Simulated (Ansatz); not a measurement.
CH4F2Si (`FC(F)[SiH3]`) at its PBE0-D4/def2-TZVP geometry, where that method's forces vanish. The species carries charge 0 and has multiplicity 1.

```
atom    x (Å)    y (Å)    z (Å)
  F1  -1.6441  -0.7170  -0.6489
  C2  -0.5220  -0.7952   0.1262
  F3   0.1983  -1.8721  -0.3070
 Si4   0.5172   0.8093  -0.0529
  H5  -0.8495  -1.0147   1.1496
  H6  -0.3096   1.9477   0.4177
  H7   0.8828   0.9711  -1.4794
  H8   1.7269   0.6708   0.7948
```

Question: For each bond, give half the difference of the two atoms' forces along it (eV/Å; positive pushes the atoms apart) under PBE-D4, r2SCAN-D4, B3LYP-D4, ωB97M-V in def2-TZVPP. (Estimate.)

Answer: Ansatz gave: 
```csv
bond,length (Å),PBE-D4,r2SCAN-D4,B3LYP-D4,ωB97M-V
F1–C2,1.366,0.54,0.33,0.37,0.26
C2–F3,1.366,0.54,0.33,0.37,0.26
C2–Si4,1.920,-0.14,-0.11,-0.03,-0.08
C2–H5,1.097,0.04,-0.10,-0.20,-0.18
Si4–H6,1.484,0.07,-0.02,-0.07,-0.10
Si4–H7,1.481,0.08,-0.02,-0.07,-0.11
Si4–H8,1.484,0.07,-0.02,-0.07,-0.10
```

B3LYP here is the variant with VWN-RPA as its local correlation; programs differ in this.
